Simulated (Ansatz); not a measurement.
Conformers of `C[O][GaH][SH]`, each relaxed with PBE0-D4/def2-TZVP in Ansatz. CBS adds the triple-zeta coupled-cluster correction to the MP2 limit.

Outer-core shells of Ga are correlated without core-valence functions. Scalar relativity is left out up to krypton. Spin–orbit coupling is left out.

Not all of them had a frequency check.

Conformer A:

Z-matrix (Å, degrees):
```
C
O 1 1.405
H 1 1.096 2 109.9
H 1 1.096 2 109.9 3 -118.7
H 1 1.099 2 113.3 3 120.6
Ga 2 1.780 1 123.2 3 -120.5
S 6 2.188 2 112.9 1 180.0
H 6 1.555 2 121.3 1 -0.1
H 7 1.345 6 92.0 2 0.0
```

Conformer B:

Z-matrix (Å, degrees):
```
C
O 1 1.402
H 1 1.098 2 112.4
H 1 1.094 2 108.5 3 118.9
H 1 1.098 2 112.4 3 -122.2
Ga 2 1.780 1 124.3 3 61.2
S 6 2.200 2 117.7 1 -0.1
H 6 1.547 2 118.2 1 180.0
H 7 1.344 6 93.8 2 0.0
```

Problem. Which is lowest in electronic energy at CCSD(T)/CBS (frozen core, def2 sets), and by how much? (An estimate is asked.)

Solution. The calculation gave: B; A lies 0.8 kJ/mol higher. Gaps under about 2 kJ/mol don't settle the order.

Problem. Give the energies relative to B (kJ/mol) with PBE0-D4/def2-TZVPP, B3LYP-D4/def2-TZVPP, r2SCAN/def2-TZVPP, CCSD/def2-TZVPP, MP2/def2-QZVPP, HF/CBS(def2), CCSD/CBS(def2). (Best estimate.)

Solution. Ansatz gave: 
| level | A |
| --- | --- |
| PBE0-D4/def2-TZVPP | 1.1 |
| B3LYP-D4/def2-TZVPP | 1.5 |
| r2SCAN/def2-TZVPP | 0.8 |
| CCSD/def2-TZVPP | 0.3 |
| MP2/def2-QZVPP | 1.0 |
| HF/CBS(def2) | -1.5 |
| CCSD/CBS(def2) | 0.4 |

B3LYP here is the variant with VWN-RPA as its local correlation; programs differ in this.
